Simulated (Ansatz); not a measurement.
Si nanocrystals, hexagonal, H-capped: gap (eV) against size, from Ansatz at PBE-D4/def2-SVP, gas phase, singlets. N counts the atoms other than H and halogen caps. The structures are stationary points that may keep the symmetry of their start.

| species | geometry | N | N^(−1/3) | gap (eV) |
| --- | --- | --- | --- | --- |
| Si11H18 | PBE-D4/def2-SVP | 11 | 0.450 | 4.43 |
| Si18H24 | PBE-D4/def2-SVP | 18 | 0.382 | 3.87 |
| Si24H30 | PBE-D4/def2-SVP | 24 | 0.347 | 3.75 |
| Si30H34 | PBE-D4/def2-SVP | 30 | 0.322 | 3.46 |
| Si32H38 | PBE-D4/def2-SVP | 32 | 0.315 | 3.39 |
| Si41H46 | PBE-D4/def2-SVP | 41 | 0.290 | 3.18 |
| Si50H54 | PBE-D4/def2-SVP | 50 | 0.271 | 2.97 |

Task: Fit a straight line in N^(−1/3) and predict the value for Si21H28 (N = 21, PBE-D4/def2-SVP geometry).

Result: With x = N^(−1/3) and y = gap (eV): mean x = 0.3396, mean y = 3.579; Σ(x − x̄)(y − ȳ) = 0.1759, Σ(x − x̄)² = 0.02212; slope b = 7.952, intercept a = ȳ − b·x̄ = 0.8785. The residuals of the fitted rows reach 0.11. At x = 0.362 the line gives 0.8785 + (7.952 × 0.362) = 3.76; the run gave 3.82, 0.06 more than the line. R² of the fitted rows is 0.99. The intercept, 0.8785 eV, is the line's value for infinite size, a rough extrapolation from members this small. The gap is the Kohn–Sham HOMO–LUMO difference.
